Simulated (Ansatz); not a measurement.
CCl$_{3}$, doublet, geometry from GFN2-xTB. Base run: MP2/6-31G in Ansatz (a first-principles code).

Ansatz was given this input:
Ansatz 0.2 input:
```yaml
crystal:
  periodic: [false, false, false]
  atoms:
    - {symbol: Cl, position_ang: [-1.09131768, -1.27170277, 0.02712071]}
    - {symbol: C, position_ang: [0.00539435, 0.01040993, 0.30391846]}
    - {symbol: Cl, position_ang: [1.64601907, -0.31080857, -0.05437815]}
    - {symbol: Cl, position_ang: [-0.55660528, 1.57883724, -0.08000789]}
basis:
  gaussian:
    orbitals: 6-31G
magnetization: {spin_polarized: true, initial_magnetization: 1}
correlation: {method: mp2}
```

Each row names what was changed in the base input (with any setting that the change needs).

| change | basis functions | E (Eh) | MP2 correlation (Eh) | core-seconds (rough) |
|---|---|---|---|---|
| base | 48 | -1416.34188 | -0.20024 | 0.6 |
| basis = pcseg-1 | 68 | -1416.69264 | -0.50912 | 0.9 |
| basis = def2-SV(P) | 68 | -1416.34583 | -0.51574 | 0.9 |
| basis = 6-311G** | 99 | -1416.86699 | -0.53597 | 2 |
| basis = aug-cc-pVDZ | 104 | -1416.88254 | -0.55743 | 3 |
| basis = 6-311++G** | 115 | -1416.87565 | -0.53862 | 2 |
| basis = cc-pVTZ | 132 | -1417.07843 | -0.70138 | 3 |
| basis = def2-TZVP | 142 | -1417.04933 | -0.69301 | 3 |
| basis = cc-pV(T+d)Z | 147 | -1417.08446 | -0.70327 | 5 |
| basis = def2-TZVPP | 157 | -1417.05975 | -0.70333 | 4 |
| basis = def2-TZVPD | 175 | -1417.05628 | -0.69837 | 5 |
| basis = aug-cc-pVTZ | 196 | -1417.09766 | -0.71866 | 6 |
| basis = def2-QZVPP | 267 | -1417.16874 | -0.77231 | 20 |

Totals compare only among sets that treat the same electrons; sets with core potentials leave the core out.
